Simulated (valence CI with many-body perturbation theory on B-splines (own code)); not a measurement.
## E1 transitions of Gd51+

Level of theory: valence CI with perturbative core correlation (CI+MBPT): three valence electrons over a frozen Dirac-Fock core [Ne], radial functions for each j: 11 s, 11 p, 9 d, 7 f, 5 g, 2 h, 1 i, with the one-electron correlation potential Σ1, the two-electron term Σ2, the three-electron term Σ3, Breit, model QED; selected CI, second order for the rest (own B-spline code, finite nucleus).

The last digits are not significant, and no measured levels were compared; by estimate large intervals hold to a few tenths of a per cent, small ones and those within an open d or f shell to about a per cent.

Lines 151 to 200 of 271 in falling wavelength, among levels below 7494.6 × 10³ cm⁻¹, chosen from the strongest by gf and those to the six lowest levels. Wavelengths and rates use the calculated energies. Electric multipoles are in the length gauge, E1 and E2 with the static RPA response of the core. Weak lines are less certain than strong ones. Lines between different terms over intervals too small for the method are left out, as are lines whose strength nearly cancels. The highest levels of a list are the least certain.

Levels are named by their leading jj configuration (3d3/2^4 stands for four electrons in 3d with j = 3/2), which in mixed levels can hold well under half, so a name can repeat and another be missing. Letters in brackets count levels of one name in rising energy.

```
λ vac (nm)                          Upper                       Lower   A (s⁻¹)  log gf  Branch %
     3.638     (3s 3p3/2 3d3/2) J=3/2 [a]  (3s 3p1/2 3p3/2) J=3/2 [b]  7.58e+09   -2.22       1.0
     3.632  (3p1/2 3p3/2 3d5/2) J=7/2 [b]  (3s 3p1/2 3d5/2) J=5/2 [a]  4.22e+10   -1.18       9.2
     3.624     (3s 3p3/2 3d3/2) J=1/2 [a]  (3s 3p1/2 3p3/2) J=3/2 [b]  4.91e+10   -1.71       8.1
     3.624     (3s 3p3/2 3d5/2) J=5/2 [b]          (3s^2 3d5/2) J=5/2  6.68e+11   -0.10      61.1
     3.619     (3s 3p3/2 3d3/2) J=5/2 [a]  (3s 3p1/2 3p3/2) J=3/2 [b]  6.08e+10   -1.14       6.4
     3.610          (3p1/2 3p3/2^2) J=5/2  (3s 3p1/2 3p3/2) J=3/2 [a]  2.03e+10   -1.62       4.1
     3.608     (3s 3p3/2 3d5/2) J=3/2 [a]          (3s^2 3d3/2) J=3/2  8.73e+10   -1.17      16.9
     3.606  (3p1/2 3p3/2 3d3/2) J=3/2 [a]       (3p1/2^2 3p3/2) J=3/2  1.63e+11   -0.90      25.4
     3.597  (3p1/2 3p3/2 3d5/2) J=5/2 [b]  (3s 3p1/2 3d5/2) J=5/2 [a]  2.43e+11   -0.55      31.4
     3.588  (3p1/2 3p3/2 3d3/2) J=5/2 [b]      (3s 3p1/2 3d3/2) J=5/2  9.92e+10   -0.94       9.1
     3.569          (3p1/2 3p3/2^2) J=3/2  (3s 3p1/2 3p3/2) J=3/2 [a]  4.27e+11   -0.49      38.6
     3.540     (3s 3d3/2 3d5/2) J=7/2 [a]  (3s 3p1/2 3d5/2) J=5/2 [b]  7.13e+10   -0.97       7.9
     3.536             (3s 3d3/2^2) J=3/2      (3s 3p1/2 3d3/2) J=1/2  5.43e+11   -0.39      41.3
     3.492  (3p1/2 3p3/2 3d5/2) J=3/2 [b]  (3s 3p1/2 3d5/2) J=5/2 [a]  1.17e+11   -1.07      15.8
     3.485                (3p3/2^3) J=3/2          (3s 3p3/2^2) J=5/2  2.74e+11   -0.70      14.7
     3.480  (3p1/2 3p3/2 3d3/2) J=5/2 [b]  (3s 3p1/2 3d3/2) J=3/2 [a]  1.94e+11   -0.68      17.8
     3.469             (3s 3d3/2^2) J=5/2  (3s 3p1/2 3d3/2) J=3/2 [b]  8.01e+11   -0.06      52.7
     3.458     (3s 3p3/2 3d3/2) J=3/2 [b]      (3s 3p1/2 3p3/2) J=1/2  3.58e+11   -0.59      29.0
     3.450     (3s 3p3/2 3d3/2) J=3/2 [a]      (3s 3p1/2 3p3/2) J=5/2  1.01e+11   -1.14      13.7
     3.449     (3s 3d3/2 3d5/2) J=7/2 [a]      (3s 3p1/2 3d5/2) J=7/2  4.87e+11   -0.16      54.3
     3.444          (3p1/2 3p3/2^2) J=1/2  (3s 3p1/2 3p3/2) J=3/2 [a]  5.55e+10   -1.70       7.0
     3.433     (3s 3p3/2 3d3/2) J=5/2 [a]      (3s 3p1/2 3p3/2) J=5/2  6.24e+11   -0.18      65.6
     3.403         (3s 3p3/2 3d3/2) J=7/2      (3s 3p1/2 3p3/2) J=5/2  5.62e+11   -0.11      97.2
     3.401     (3s 3d3/2 3d5/2) J=5/2 [a]      (3s 3p1/2 3d5/2) J=7/2  1.33e+11   -0.86      14.2
     3.378     (3s 3p3/2 3d3/2) J=3/2 [b]  (3s 3p1/2 3p3/2) J=3/2 [b]  5.19e+11   -0.45      42.1
     3.378     (3s 3d3/2 3d5/2) J=5/2 [b]      (3s 3p1/2 3d5/2) J=3/2  3.14e+11   -0.49      28.1
     3.359  (3p1/2 3p3/2 3d3/2) J=3/2 [b]       (3p1/2^2 3p3/2) J=3/2  9.09e+11   -0.21      75.2
     3.357     (3s 3d3/2 3d5/2) J=3/2 [b]      (3s 3p1/2 3d5/2) J=3/2  5.36e+11   -0.44      51.4
     3.354     (3s 3d3/2 3d5/2) J=7/2 [a]  (3s 3p1/2 3d5/2) J=5/2 [a]  1.92e+11   -0.59      21.4
     3.350  (3p1/2 3p3/2 3d3/2) J=5/2 [b]       (3p1/2^2 3p3/2) J=3/2  3.06e+11   -0.51      28.1
     3.347         (3s 3p1/2 3d3/2) J=1/2          (3s 3p1/2^2) J=1/2  8.27e+11   -0.56      97.3
     3.337     (3s 3d3/2 3d5/2) J=7/2 [b]  (3s 3p1/2 3d5/2) J=5/2 [b]  4.30e+11   -0.24      61.3
     3.337     (3s 3d3/2 3d5/2) J=5/2 [b]  (3s 3p1/2 3d5/2) J=5/2 [b]  4.94e+11   -0.31      44.1
     3.330         (3s 3d3/2 3d5/2) J=9/2      (3s 3p1/2 3d5/2) J=7/2  5.63e+11   -0.03      71.2
     3.322  (3p1/2 3p3/2 3d3/2) J=1/2 [b]       (3p1/2^2 3p3/2) J=3/2  5.53e+11   -0.74      53.3
     3.322             (3s 3d3/2^2) J=1/2  (3s 3p1/2 3d3/2) J=3/2 [b]  9.80e+11   -0.49      61.2
     3.317     (3s 3d3/2 3d5/2) J=3/2 [b]  (3s 3p1/2 3d5/2) J=5/2 [b]  1.90e+11   -0.90      18.2
     3.315     (3s 3p3/2 3d3/2) J=3/2 [a]  (3s 3p1/2 3p3/2) J=3/2 [a]  6.10e+11   -0.40      82.9
     3.315     (3s 3p1/2 3d3/2) J=3/2 [b]          (3s 3p1/2^2) J=1/2  1.01e+12   -0.18      98.1
     3.308     (3s 3d3/2 3d5/2) J=5/2 [a]  (3s 3p1/2 3d5/2) J=5/2 [a]  4.72e+11   -0.33      50.6
     3.304     (3s 3p3/2 3d3/2) J=1/2 [a]  (3s 3p1/2 3p3/2) J=3/2 [a]  5.54e+11   -0.74      90.9
     3.300     (3s 3p3/2 3d3/2) J=5/2 [a]  (3s 3p1/2 3p3/2) J=3/2 [a]  2.56e+11   -0.60      26.9
     3.295     (3s 3p3/2 3d3/2) J=1/2 [b]      (3s 3p1/2 3p3/2) J=1/2  7.06e+11   -0.64      40.4
     3.294             (3s^2 3d3/2) J=3/2          (3s^2 3p1/2) J=1/2  1.21e+12   -0.10     100.0
     3.290             (3s 3d3/2^2) J=1/2      (3s 3p1/2 3d3/2) J=1/2  5.68e+11   -0.73      35.4
     3.279         (3s 3d3/2 3d5/2) J=1/2      (3s 3p1/2 3d5/2) J=3/2  1.00e+12   -0.49      75.9
     3.274     (3s 3d3/2 3d5/2) J=3/2 [a]  (3s 3p1/2 3d5/2) J=5/2 [a]  5.74e+11   -0.43      66.4
     3.255     (3s 3p3/2 3d3/2) J=5/2 [b]  (3s 3p1/2 3p3/2) J=3/2 [b]  2.56e+11   -0.61      17.8
     3.241             (3s 3d3/2^2) J=5/2      (3s 3p1/2 3d3/2) J=5/2  6.28e+11   -0.23      41.3
     3.237             (3s 3d3/2^2) J=3/2  (3s 3p1/2 3d3/2) J=3/2 [a]  6.45e+11   -0.39      49.1
```
